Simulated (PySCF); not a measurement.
# Substituent chemical shifts

Parent skeleton `[cH:1]1[cH:2][n:3][s:4][n:5]1`; one hydrogen on atom 1 is replaced by X. Hydrogens on one atom are averaged.

Non-relativistic Hamiltonian, averaged over atoms made equivalent by symmetry, fast rotation or ring inversion, isolated molecule, one computed conformer. NMR shieldings at PBE0/pcSseg-1/GIAO; coordinates at the GFN2-xTB level; PySCF 2.14.

Scale: 13C, 1H against TMS; 15N vs NH3; 33S against CS2 (reference shieldings calculated alike).

Parent (X = H): C1 152.7, C2 152.7, N3 402.9, S4 528.6, N5 402.9, H(C2) 8.69 ppm. Effects are Δδ = δ(X) − δ(H), positive for deshielding.

Problem. Give Δδ (ppm) for X = propynyl, CH2OCH3, OiPr, SO2CH3, C2F5, tBu, OSiH3, Cl, C2H5.

Solution. 
```
       X                  SMILES     C1     C2    N3     S4     N5  H(C2)
propynyl             CC#Cc1cnsn1   -4.8   +4.1  +0.2  -10.2   -3.8  -0.15
 CH2OCH3              COCc1cnsn1  +13.7   -0.9  -1.0   -1.0  -19.4  -0.01
    OiPr           CC(C)Oc1cnsn1  +18.5  -10.3  +3.4  -58.8  -82.2  -0.70
  SO2CH3       CS(=O)(=O)c1cnsn1  +18.1   -3.3  +4.0  -19.3  -13.0  +0.28
    C2F5  FC(F)(F)C(F)(F)c1cnsn1   +4.9   +0.3  +4.0  -13.7   +3.0  +0.43
     tBu         CC(C)(C)c1cnsn1  +23.6   -1.0  +4.7  -16.5  -21.3  -0.03
   OSiH3          [SiH3]Oc1cnsn1  +16.8   -9.7  +6.6  -60.1  -72.0  -0.59
      Cl               Clc1cnsn1   +3.1   -0.8  +6.4  -15.8  -18.3  -0.33
    C2H5               CCc1cnsn1  +16.8   -0.3  +5.7   -8.8  -15.6  -0.19
```

Problem. Which position responds most, and to which substituents?

Solution. N5: from -82.2 ppm with OiPr to +3.0 ppm with C2F5.

Experimental scales use liquid or dissolved standards, which lie at an offset from isolated NH3 (liquid NH3: subtract about 20 ppm). Unscaled 15N shifts of sp2 nitrogen come out 20 to 40 ppm too high even then.
